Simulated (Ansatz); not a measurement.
Born–Oppenheimer molecular dynamics of C$_{3}$H$_{8}$FNSi (14 atoms, charge 0, multiplicity 1). It goes on from the last frame of an earlier run, with new velocities.

Computed with Ansatz 0.2.0, RKS CAM-B3LYP/STO-3G.

| Item | Value |
| --- | --- |
| ensemble | NVT, Langevin thermostat |
| time step | 1 fs |
| steps asked | 242 |
| set temperature | 300 K |
| friction | 0.01 /fs |
| seed | 85477 |

First frame:

```xyz
14
Properties=species:S:1:pos:R:3
N -2.828 -0.821 0.404
C -1.409 -0.784 0.264
F -0.825 -2.011 0.448
C -0.636 0.258 -0.118
C 0.867 0.160 -0.466
Si 1.772 1.003 0.937
H -3.451 -0.470 -0.323
H -3.191 -1.687 0.863
H -1.233 1.158 -0.337
H 1.228 -0.815 -0.586
H 0.984 0.721 -1.349
H 1.592 0.151 2.120
H 1.144 2.201 1.406
H 3.096 1.343 0.649
```

**Question.** How far do the bonds stretch over the last three quarters of this one trajectory? (Pairs bonded in most of those frames.)

**Answer.** 
```csv
bond,mean (Å),spread (Å),shortest,longest
N1–C2,1.466,0.044,1.36,1.57
N1–H7,1.050,0.020,1.01,1.09
N1–H8,1.053,0.027,1.00,1.11
C2–F3,1.370,0.025,1.31,1.43
C2–C4,1.350,0.016,1.31,1.39
C4–C5,1.524,0.028,1.47,1.59
C4–H9,1.095,0.029,1.04,1.16
C5–Si6,1.890,0.047,1.80,1.97
C5–H10,1.101,0.022,1.06,1.14
C5–H11,1.101,0.034,1.03,1.19
Si6–H12,1.445,0.049,1.36,1.53
Si6–H13,1.442,0.031,1.37,1.50
Si6–H14,1.440,0.015,1.41,1.47
```

Mean temperature of the second half: 277 K. A run of 0.24 ps of so small a system gives no equilibrium averages. Limits of this set-up: minimal basis.

Run time: 9 min on 1 thread of Arm Neoverse V2, with other jobs on the host, peak memory 0.1 GiB.
